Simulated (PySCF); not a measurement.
C3H6OSi. Atoms are numbered in the order given.

```xyz
11

C      0.3068    -2.4677     0.0000
C      0.7188    -1.1959     0.0000
C     -0.2740    -0.0740     0.0000
O     -1.4737    -0.2820     0.0000
Si     0.2874     1.7760     0.0000
H     -0.7666    -2.6855     0.0000
H      1.0095    -3.3062     0.0000
H      1.7833    -0.9371     0.0000
H      1.7749     1.9033     0.0000
H     -0.2726     2.4212    -1.2189
H     -0.2726     2.4212     1.2189
```

The structure is a stationary point at ωB97X-D3(BJ)/def2-SVP. Other conformers were not sampled.

Level of theory: B3LYP/def2-TZVP (PySCF).

Isolated molecule, no solvent.

### Question
Estimate the frontier levels, gap, dipole moment and polarisability. (Estimate from the structure and the level; the computed values follow.)

### Answer

- highest occupied level: -6.82 eV
- lowest empty level: -2.54 eV
- orbital gap: 4.28 eV
- dipole moment: 2.45 D
- quadrupole, principal values (traceless, Buckingham form, about the centre of nuclear charge): -5.24, -1.66, 6.90 D·Å
- mean static polarisability: 67.8 bohr³ (10.05 Å³)
- polarisability, principal values: 47.4, 63.5, 92.6 bohr³
